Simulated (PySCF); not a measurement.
CH10N4OSi3.
Structure used (PBE0-D3(BJ)/def2-SVP), in Å, numbered top down from 1:
```xyz
19
CH10N4OSi3 angstrom
N      3.1484    0.1552    0.3427
C      2.2828   -0.8757    0.2005
O      2.4541   -1.9818    0.6925
Si     0.6910   -0.5606   -0.8224
N      0.2586    1.1249   -0.9197
Si    -0.9675    1.7145    0.1885
N     -2.3682    0.6780    0.1780
Si    -2.2169   -1.0518    0.3001
N     -0.5097   -1.3488    0.1500
H      2.8752    1.0822    0.0421
H      3.9631    0.0450    0.9377
H      0.8849   -1.0852   -2.2093
H      0.2829    1.5569   -1.8389
H     -0.3537    1.7714    1.5464
H     -1.3908    3.0782   -0.2465
H     -3.2561    1.0771   -0.1084
H     -3.0694   -1.6726   -0.7644
H     -2.6425   -1.6379    1.6090
H     -0.1012   -2.0703    0.7443
```

Level of theory: delta-SCF UKS SCAN, pcX-2 on the ionised atom, pcseg-1 elsewhere, spin-free X2C in PySCF 2.14.0. Every row has its own mixed basis.

```csv
ionised atom,basis functions,E(ground) (Eh),E(ionised) (Eh)
C2,219,-1208.73520,-1197.96867
N1,219,-1208.74043,-1193.82579
N5,219,-1208.74347,-1193.89232
N7,219,-1208.74375,-1193.89671
O3,219,-1208.75538,-1189.02817
Si4,230,-1208.79147,-1140.91632
Si6,230,-1208.79096,-1140.90947
```

Q: Turn these total energies into binding energies.

A: E(ionised) − E(ground), at 27.2114 eV a hartree:

```
atom                          environment  difference (Eh)  binding energy (eV)
  C2                      carbonyl carbon         10.76653               292.97
  N1  nitrogen bound to a carbonyl carbon         14.91464               405.85
  N5      nitrogen bridging silicon atoms         14.85115               404.12
  N7      nitrogen bridging silicon atoms         14.84704               404.01
  O3                      carbonyl oxygen         19.72721               536.80
 Si4                          SiH silicon         67.87515              1846.98
 Si6                         SiH2 silicon         67.88149              1847.15
```

Q: How much do the ground-state energies differ, and what would follow from using one of them for all holes?

A: They run from -1208.7915 Eh (core basis on Si4) to -1208.7352 Eh (on C2), 0.0563 Eh or 1.53 eV apart, though the state is the same; only basis and grid differ. Pairing the ion of C2 with the ground state of Si4 would put its binding energy 1.53 eV too high.

Only 1s holes are shown. One atom of each set of topologically equivalent atoms was ionised and stands for the set; in this conformer not all members are related by symmetry, and their own values weren't computed. Isolated species at its PBE0-D3(BJ)/def2-SVP geometry (one conformer only).

On an Arm Neoverse N1 with one thread, shared host with 64 logical CPUs at a one-minute load of 59, this took 7.4 min wall and 0.84 GiB of memory at its peak.
